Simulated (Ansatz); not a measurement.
Mulliken charges of BF3H4OSi (`F[B-](F)(F)[OH+][SiH3]`) from r2SCAN/def2-TZVPP in Ansatz (PBE0-D4/def2-TZVP geometry).

```
atom   x (Å)   y (Å)   z (Å)  charge (e)
  F1  -1.226  -1.852  -1.085      -0.295
  B2  -0.123  -1.082  -1.072       0.590
  F3   0.896  -1.521  -0.281      -0.311
  F4   0.242  -0.564  -2.268      -0.305
  O5  -0.586   0.296  -0.195      -0.221
 Si6   0.325   0.813   1.154       0.434
  H7  -1.024   0.955  -0.741       0.218
  H8   0.176  -0.222   2.190      -0.026
  H9  -0.324   2.086   1.547      -0.052
 H10   1.727   1.042   0.755      -0.032
```

Problem. By hand: the dipole of these point charges (1 e Å = 4.8032 D).

Solution. Σ q r = (-0.059, 0.913, 0.688) e Å, of length 1.145 e Å = 5.50 D.

Problem. How does the dipole of the full density compare? (Best estimate.)

Solution. The calculation gave: (-0.128, 0.877, 0.492) e Å, 4.87 D; the point charges give 1.13 times that, at 9° from its direction.

Point charges leave out the atoms' own dipoles, such as those of lone pairs, and Mulliken's split depends on the basis, so the close match here is no proof of good charges.
